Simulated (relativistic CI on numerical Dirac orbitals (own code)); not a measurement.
## Spin-allowed bands of a d3 ion in a tetrahedral site, by hand

Problem. Take Δ = 8900 cm⁻¹ and B = 860 cm⁻¹ for a d3 ion in a tetrahedral site. Calculate the three spin-allowed bands.

Working.
1. The terms of highest spin are 4F (energy 0) and 4P (15B = 12900 cm⁻¹). Here the F term splits into A2 at +1.2Δ = 10680, T2 at +0.2Δ = 1780 and T1 at −0.6Δ = -5340 cm⁻¹.
2. The two T1 states mix through the element 0.4Δ: H = [[-5340, 3560], [3560, 12900]], with roots ½(H₁₁ + H₂₂) ∓ ½√[(H₂₂ − H₁₁)² + 4H₁₂²] = ½(7560) ∓ ½(19580) = -6010 and 13570 cm⁻¹.
3. The ground term is 4T1 at -6010 cm⁻¹.
4. Bands: 4T2 7790 cm⁻¹ (1284 nm), 4A2 16690 cm⁻¹ (599 nm), 4T1(P) 19580 cm⁻¹ (511 nm).

Check. Exact diagonalisation of the whole d3 shell with these parameters gives 4T2 7790, 4A2 16690, 4T1 19580 cm⁻¹. The match is exact, since without spin-orbit coupling no other term has this spin. The ratio of the second band to the first, 2.142, depends on Δ/B = 10.3 alone, which is how a Tanabe-Sugano diagram is read.
